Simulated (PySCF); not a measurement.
PySCF input file for CH₃BrMgS, SMILES [Mg]([Br])[S]C, TDA-B3LYP/def2-SVPD. The structure is a stationary point at PBE0-D3(BJ)/def2-SVP. The structure was generated by enumeration; whether it is a known compound was not checked. The values are those of a single conformer.

```python
import numpy as np
from pyscf import gto, scf, dft, tdscf

mol = gto.M(
    atom='''
    Mg    0.26188199    0.24468832    0.00000000
    Br   -0.09171786   -2.07892358   -0.00000000
    S     0.64918572    2.50955115    0.00000000
    C    -1.03384488    3.23656921   -0.00000000
    H    -1.60552730    2.96311658    0.89776796
    H    -0.90530640    4.32759842    0.00000000
    H    -1.60552730    2.96311658   -0.89776795
    ''',
    basis='def2-SVPD',
    charge=0,
    spin=0,
    symmetry=True,
    max_memory=1600,
    verbose=4,
)
mf = dft.RKS(mol, xc='b3lyp').density_fit(auxbasis='def2-universal-jkfit')
mf.grids.level = 3
mf.conv_tol = 1e-9
mf.max_cycle = 100
mf.kernel()
mf.grids = dft.Grids(mol).set(level=1).build(with_non0tab=True)  # coarser grid for the response kernel
td = tdscf.TDA(mf)
td.singlet = True
td.nstates = 10
td.conv_tol = 1e-4
td.positive_eig_threshold = 1e-6
td.kernel(x0=td.get_init_guess(mf, 15))
td.analyze()
tt = tdscf.TDA(mf)
tt.singlet = False
tt.nstates = 4
tt.conv_tol = 1e-4
tt.positive_eig_threshold = 1e-6
tt.kernel(x0=tt.get_init_guess(mf, 9))
tt.analyze(verbose=3)
```

It prints:

```
PySCF version 2.14.0

[INPUT] verbose = 4
[INPUT] num. atoms = 7
[INPUT] num. electrons = 72
[INPUT] charge = 0
[INPUT] spin (= nelec alpha-beta = 2S) = 0
[INPUT] symmetry True subgroup None
[INPUT] Mole.unit = angstrom
[INPUT] Symbol           X                Y                Z      unit          X                Y                Z       unit  Magmom
[INPUT]  1 Mg     0.261881990000   0.244688320000   0.000000000000 AA    0.494885238056   0.462393910680   0.000000000000 Bohr   0.0
[INPUT]  2 Br    -0.091717860000  -2.078923580000   0.000000000000 AA   -0.173321636131  -3.928596200100   0.000000000000 Bohr   0.0
[INPUT]  3 S      0.649185720000   2.509551150000   0.000000000000 AA    1.226783214779   4.742364369087   0.000000000000 Bohr   0.0
[INPUT]  4 C     -1.033844880000   3.236569210000   0.000000000000 AA   -1.953683678484   6.116229390100   0.000000000000 Bohr   0.0
[INPUT]  5 H     -1.605527300000   2.963116580000   0.897767960000 AA   -3.034006882512   5.599478811358   1.696535567809 Bohr   0.0
[INPUT]  6 H     -0.905306400000   4.327598420000   0.000000000000 AA   -1.710781154816   8.177975790900   0.000000000000 Bohr   0.0
[INPUT]  7 H     -1.605527300000   2.963116580000  -0.897767950000 AA   -3.034006882512   5.599478811358  -1.696535548912 Bohr   0.0

nuclear repulsion = 297.491137945784
point group symmetry = Cs
symmetry origin: [ 5.24923907e-10 -5.77416334e-09  2.62461963e-10]
symmetry axis x: [ 1.00000000e+00  1.55940512e-10 -8.61494398e-10]
symmetry axis y: [ 1.55940512e-10 -1.00000000e+00 -8.45929858e-11]
symmetry axis z: [ 8.61494398e-10 -8.45930113e-11  1.00000000e+00]
num. orbitals of irrep A' = 90
num. orbitals of irrep A" = 43
number of shells = 55
number of NR pGTOs = 227
number of NR cGTOs = 133
basis = def2-SVPD
ecp = {}


[settings echo left out]
init E= -3210.97539472582
HOMO (A") = -0.287582689976772  LUMO (A') = -0.0983832984651576  gap/eV = 5.14838
cycle= 1 E= -3211.9408923996  delta_E= -0.965  |g|= 0.358  |ddm|= 3.15
HOMO (A") = -0.18938694522533  LUMO (A') = -0.0684978287168048  gap/eV = 3.28956
cycle= 2 E= -3211.90340997025  delta_E= 0.0375  |g|= 0.493  |ddm|= 1.84
HOMO (A") = -0.244705500261588  LUMO (A') = -0.0672640004304719  gap/eV = 4.82843
cycle= 3 E= -3211.99036707713  delta_E= -0.087  |g|= 0.0543  |ddm|= 1.07
HOMO (A") = -0.241181859952379  LUMO (A') = -0.0693171367883845  gap/eV = 4.67668
cycle= 4 E= -3211.9909912329  delta_E= -0.000624  |g|= 0.0119  |ddm|= 0.0925
HOMO (A") = -0.242772744163365  LUMO (A') = -0.0689052036828035  gap/eV = 4.73118
cycle= 5 E= -3211.99102848207  delta_E= -3.72e-05  |g|= 0.00671  |ddm|= 0.0283
HOMO (A") = -0.242228838612153  LUMO (A') = -0.0688547774108113  gap/eV = 4.71775
cycle= 6 E= -3211.99103737951  delta_E= -8.9e-06  |g|= 0.000619  |ddm|= 0.00951
HOMO (A") = -0.24236478997173  LUMO (A') = -0.0688978422021447  gap/eV = 4.72028
cycle= 7 E= -3211.99103749577  delta_E= -1.16e-07  |g|= 0.00024  |ddm|= 0.00141
HOMO (A") = -0.24233289298394  LUMO (A') = -0.0688787344572646  gap/eV = 4.71993
cycle= 8 E= -3211.99103751475  delta_E= -1.9e-08  |g|= 9.09e-05  |ddm|= 0.000449
HOMO (A") = -0.242332691714823  LUMO (A') = -0.0688786434559612  gap/eV = 4.71993
cycle= 9 E= -3211.99103751684  delta_E= -2.1e-09  |g|= 1.5e-05  |ddm|= 0.000119
HOMO (A") = -0.242333305370404  LUMO (A') = -0.068879979537821  gap/eV = 4.71991
cycle= 10 E= -3211.99103751696  delta_E= -1.13e-10  |g|= 4.02e-06  |ddm|= 2.8e-05
HOMO (A") = -0.242332786913947  LUMO (A') = -0.0688796306422534  gap/eV = 4.71990
Extra cycle  E= -3211.99103751694  delta_E= 1.91e-11  |g|= 4.46e-06  |ddm|= 1.3e-05
converged SCF energy = -3211.99103751694
tot grids = 32480
Overwritten attributes  positive_eig_threshold  of <class 'pyscf.tdscf.rks.TDA'>


******** <class 'pyscf.tdscf.rks.TDA'> for <class 'pyscf.df.df_jk.DFSymAdaptedRKS'> ********
nstates = 10 singlet
deg_eia_thresh = 1.000e-03
wfnsym = None
conv_tol = 0.0001
eigh lindep = 1e-12
eigh level_shift = 0
eigh max_cycle = 100


Excitation energies (eV)
[3.75309122 4.45677639 4.88486532 5.20656996 5.20720999 5.47084311
 5.64807915 6.02425391 6.02703231 6.1357453 ]

** Singlet excitation energies and oscillator strengths **
Excited State   1:   A"      3.75309 eV    330.35 nm  f=0.0192
      36 -> 37       -0.70478
Excited State   2:   A"      4.45678 eV    278.19 nm  f=0.0006
      36 -> 38       -0.70293
Excited State   3:   A'      4.88487 eV    253.81 nm  f=0.0545
      35 -> 37       -0.55401
      36 -> 39       -0.43275
Excited State   4:   A'      5.20657 eV    238.13 nm  f=0.0337
      33 -> 37        0.69938
Excited State   5:   A"      5.20721 eV    238.10 nm  f=0.0388
      34 -> 37       -0.70429
Excited State   6:   A'      5.47084 eV    226.63 nm  f=0.1069
      35 -> 37        0.23854
      35 -> 38       -0.57783
      36 -> 39       -0.30155
Excited State   7:   A'      5.64808 eV    219.52 nm  f=0.2340
      35 -> 37       -0.33299
      35 -> 38       -0.38869
      36 -> 39        0.44949
Excited State   8:   A"      6.02425 eV    205.81 nm  f=0.0033
      35 -> 39       -0.63995
      36 -> 40        0.26027
      36 -> 41       -0.11142
Excited State   9:   A"      6.02703 eV    205.71 nm  f=0.0000
      34 -> 38        0.70056
Excited State  10:   A'      6.13575 eV    202.07 nm  f=0.0195
      32 -> 37       -0.17578
      33 -> 38       -0.64823
      34 -> 39       -0.19882

** Transition electric dipole moments (AU) **
state          X           Y           Z        Dip. S.      Osc.
  1        -0.0000      0.0000     -0.4574      0.2092      0.0192
  2         0.0000      0.0000      0.0713      0.0051      0.0006
  3        -0.2117     -0.6405     -0.0000      0.4550      0.0545
  4         0.5129     -0.0354      0.0000      0.2643      0.0337
  5         0.0000     -0.0000     -0.5512      0.3038      0.0388
  6        -0.1359      0.8825      0.0000      0.7972      0.1069
  7        -0.1994     -1.2849     -0.0000      1.6908      0.2340
  8        -0.0000      0.0000      0.1505      0.0226      0.0033
  9         0.0000     -0.0000     -0.0176      0.0003      0.0000
 10         0.0822      0.3506      0.0000      0.1297      0.0195

** Transition velocity dipole moments (imaginary part, AU) **
state          X           Y           Z        Dip. S.      Osc.
  1         0.0000      0.0000     -0.0394      0.0016      0.0075
  2        -0.0000      0.0000      0.0500      0.0025      0.0102
  3        -0.0210     -0.0991      0.0000      0.0103      0.0381
  4         0.0854     -0.0022      0.0000      0.0073      0.0254
  5        -0.0000     -0.0000     -0.0900      0.0081      0.0282
  6        -0.0092      0.1571     -0.0000      0.0248      0.0822
  7         0.0268     -0.1642     -0.0000      0.0277      0.0889
  8        -0.0000      0.0000      0.0056      0.0000      0.0001
  9         0.0000     -0.0000     -0.0080      0.0001      0.0002
 10         0.0100      0.0436     -0.0000      0.0020      0.0059

** Transition magnetic dipole moments (imaginary part, AU) **
state          X           Y           Z
  1         0.1780     -0.2118      0.0000
  2        -0.5079     -0.3707     -0.0000
  3        -0.0000     -0.0000      0.1310
  4        -0.0000     -0.0000     -0.4685
  5        -0.4354      0.0223     -0.0000
  6         0.0000      0.0000     -0.2801
  7         0.0000     -0.0000      0.8722
  8        -0.4573      0.0460     -0.0000
  9        -0.0210      0.0337      0.0000
 10         0.0000      0.0000     -0.1554


******** <class 'pyscf.tdscf.rks.TDA'> for <class 'pyscf.df.df_jk.DFSymAdaptedRKS'> ********
nstates = 4 triplet
deg_eia_thresh = 1.000e-03
wfnsym = None
conv_tol = 0.0001
eigh lindep = 1e-12
eigh level_shift = 0
eigh max_cycle = 100


Excitation energies (eV)
[3.50120255 4.25074344 4.3214398  4.80185209]

** Triplet excitation energies and oscillator strengths **
Excited State   1:   A"      3.50120 eV    354.12 nm  f=0.0000
Excited State   2:   A"      4.25074 eV    291.68 nm  f=0.0000
Excited State   3:   A'      4.32144 eV    286.90 nm  f=0.0000
Excited State   4:   A'      4.80185 eV    258.20 nm  f=0.0000
```

The run converged.
